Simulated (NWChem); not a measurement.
System: GeNH₂Br, singlet; SMILES [NH2][Ge][Br]

```xyz
5

Ge     0.4237     1.0083     0.0000
Br    -0.0201    -1.3258     0.0000
N     -1.3099     1.5318     0.0000
H     -2.1087     0.9033     0.0000
H     -1.5756     2.5123     0.0000
```
Atoms are numbered in this order, from 1.

Low-valent species are run as closed-shell singlets; no triplet was tried in these runs. Geometry: optimised at PBE0/def2-SVP.

Symmetry labels are those of Cs in the frame above (b1 and b2, or b-type labels, depend on it).

Problem. List the 4 lowest vertical singlet excitations from CAM-B3LYP/def2-SVPD, TDA (NWChem).

Solution. 
```
state  energy (eV)  oscillator strength  symmetry  leading excitation (squared amplitude)
-----  -----------  -------------------  --------  --------------------------------------
S1            4.51                0.036        a"                      HOMO → LUMO (0.98)
S2            5.28                0.012        a"                    HOMO−2 → LUMO (0.98)
S3            5.31                0.025        a'                    HOMO−1 → LUMO (0.88)
S4            6.23                0.224        a'                    HOMO → LUMO+1 (0.60)
```
